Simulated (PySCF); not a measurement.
An excited-state job on `ClC[C@@H]1CCOCO1`.

Method: TDDFT CAM-B3LYP/def2-SVPD, vertical, gas phase, core orbitals frozen in the response (PySCF 2.14.0, density-fitted response routines). Geometry: PBE0-D3(BJ)/def2-SVP. The input is one job of a driver script: a line of settings, then coordinates in Å.

Input:
```
{"job": {"kind": "uv", "xc": "CAM-B3LYP", "basis": "def2-SVPD", "dynamic": true, "nstates": 6, "ntriplets": 0}, "charge": 0, "multiplicity": 1}
Cl     1.292034    -3.117716     0.013968
C      1.531318    -1.468471    -0.616981
C      0.614763    -0.480895     0.075046
C     -0.869656    -0.710198    -0.177655
C     -1.647267     0.473142     0.374451
O     -1.132329     1.679468    -0.138770
C      0.217458     1.811840     0.145129
O      0.992292     0.791320    -0.406406
H      1.337362    -1.483906    -1.698355
H      2.578056    -1.184702    -0.446733
H      0.806075    -0.533319     1.168862
H     -1.035655    -0.778863    -1.265471
H     -1.196324    -1.655042     0.281287
H     -1.589145     0.480308     1.483586
H     -2.709434     0.429059     0.095817
H      0.561187     2.755474    -0.298799
H      0.372471     1.833900     1.249530
```

**Question.** Give the output.

**Answer.** 
```
coarse grid: 14808 points
cycle   1  E = -805.8273677546  dE =  1.333e+00  |g| = 7.737e-01  |ddm| = 6.043e+00
cycle   2  E = -805.7904646931  dE =  3.690e-02  |g| = 9.338e-01  |ddm| = 2.394e+00
cycle   3  E = -805.9451277058  dE = -1.547e-01  |g| = 6.689e-02  |ddm| = 1.238e+00
cycle   4  E = -805.9459243180  dE = -7.966e-04  |g| = 2.810e-02  |ddm| = 1.546e-01
cycle   5  E = -805.9461125959  dE = -1.883e-04  |g| = 6.490e-03  |ddm| = 5.757e-02
cycle   6  E = -805.9461229186  dE = -1.032e-05  |g| = 1.551e-03  |ddm| = 1.528e-02
cycle   7  E = -805.9461235275  dE = -6.088e-07  |g| = 5.691e-04  |ddm| = 3.950e-03
final grid: 138552 points
cycle   8  E = -806.0702045001  dE = -4.759e-05  |g| = 3.994e-03  |ddm| = 1.099e-01
cycle   9  E = -806.0702044632  dE =  3.694e-08  |g| = 4.232e-03  |ddm| = 1.511e-02
cycle  10  E = -806.0702082287  dE = -3.765e-06  |g| = 3.924e-04  |ddm| = 6.265e-03
cycle  11  E = -806.0702082529  dE = -2.419e-08  |g| = 2.309e-04  |ddm| = 1.099e-03
cycle  12  E = -806.0702082646  dE = -1.170e-08  |g| = 3.582e-05  |ddm| = 4.025e-04
cycle  13  E = -806.0702082649  dE = -3.120e-10  |g| = 1.111e-05  |ddm| = 8.651e-05
converged SCF energy = -806.0702082649

Static polarisability (au): isotropic 79.795, principal 69.019 77.251 93.114

Singlet excitations
state   eV       nm        f      main configurations
  1   7.4877    165.6   0.00382   H-2->L+1 0.64, H-2->L 0.18
  2   7.5726    163.7   0.00580   H-3->L+1 0.53, H-3->L 0.15
  3   7.8550    157.8   0.00091   H->L 0.68
  4   7.9367    156.2   0.02131   H-1->L 0.65, H->L+1 0.10
  5   8.2774    149.8   0.00587   H->L+3 0.28, H->L+1 0.18, H-1->L+1 0.17
  6   8.3676    148.2   0.03454   H->L+3 0.29, H-1->L+1 0.17, H->L+1 0.12
```

The SCF starts on a coarse grid where the log names one; the energy can jump when the final grid takes over, and dE then counts from the start density on the new grid. H and L stand for HOMO and LUMO; the number after each pair is its weight.

**Question.** How does the lowest singlet excitation compare with the HOMO–LUMO gap?

**Answer.** HOMO -9.48 eV and LUMO 1.35 eV give a gap of 10.83 eV; S1 at 7.49 eV lies 3.34 eV below it.

**Question.** Give S1 in cm⁻¹ and kJ/mol.

**Answer.** 7.4877 eV × 8065.54 = 60392 cm⁻¹; × 96.485 = 722.5 kJ/mol.

In short: HOMO -9.48 eV, LUMO 1.35 eV; lowest singlet 7.49 eV; mean polarisability 79.8 au.

Hardware: Arm Neoverse N1, one thread, shared host. Cost: 1.8 min wall.

One conformer stands for the species.
Labels such as C1 count atoms from 1, the log's own numbers from 0.
